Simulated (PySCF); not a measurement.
# Excitation energy of O²⁺ by level of theory

O²⁺ [He] 2s2 2p2 (3P) → O²⁺ [He] 2s2 2p1 3s1 (3P), as a difference of total energies. Calculation: PySCF 2.14, in aug-cc-pVQZ; the non-relativistic Hamiltonian (point nucleus). Correlated levels: valence: 1s2 frozen. The calculations carry no spin-orbit coupling.

```
           method  excitation energy (eV)
              UHF                  33.264
    MP2 (valence)                  33.327
SCS-MP2 (valence)                  33.213
   CCSD (valence)                  33.129
CCSD(T) (valence)                  33.105
```

How much does correlation contribute at CCSD(T) (valence)?

33.105 − (33.264) = -0.159 eV, measured against UHF.

The promoted electron is Rydberg-like, and one or two diffuse shells describe it only roughly, which tends to raise the upper state.
